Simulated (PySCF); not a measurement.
**Working out the ionisation energy of Ga**

Ga [Ar] 3d10 4s2 4p1 (2P) → Ga⁺ [Ar] 3d10 4s2 (1S). Calculation: PySCF 2.14, in x2c-TZVPPall (6s5p4d1f, 48 functions); the spin-free X2C one-electron Hamiltonian (Gaussian nucleus). Frozen: [Ne]. Energies in hartree (1 hartree = 27.21139 eV):

```tsv
part	Ga (lower)	Ga⁺ (upper)
UHF	-1942.169064	-1941.966369
CCSD correlation	-0.316655	-0.304698
(T)	-0.009828	-0.008853
```

Q: What does Hartree-Fock give?

A: (-1941.966369) − (-1942.169064) = 0.202695 hartree = 5.516 eV.

Q: What do CCSD and CCSD(T) give?

A: The CCSD correlation energies differ by 0.011957 hartree = 0.325 eV and the triples by 0.000975 hartree = 0.027 eV, so CCSD gives 5.841 eV and CCSD(T) 5.868 eV.

Measured between the centres of the two terms (NIST): 5.931 eV, so CCSD(T) (valence and next inner shell) is off by -0.063 eV.

What remains against the reference includes basis incompleteness, the frozen core and higher excitations.
